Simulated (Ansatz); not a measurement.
```tsv
atom	x (Å)	y (Å)	z (Å)
Gd	0.0000	0.0000	0.0000
F	0.0000	0.0000	3.9200
```

Basis set: pcseg-2 on F; def2-TZVPP on Gd (spherical functions, with the set's core potentials past Kr). Some runs use density fitting. Charge 0, multiplicity 8.

Computed with Ansatz (development build ahead of 0.2.0); each method stands on the lowest determinant of its kind that the runs found.

The atomization energy at this shape (free ground-state atoms in the same class of orbitals less the molecule, no zero-point energy) of octet GdF:

```csv
method,atomization energy
PBE0 (unrestricted),45.95 kcal/mol
```

**Question.** What does UHF give?

**Answer.** 0.69 kcal/mol. Caution: a free atom is spin contaminated; other spin multiplicities were not run; the shape is not the minimum. Caution for PBE0 (unrestricted): charge can spread falsely over distant fragments; the unrestricted determinant is spin contaminated. Caution for UHF: the unrestricted determinant is a mixture of spin states.
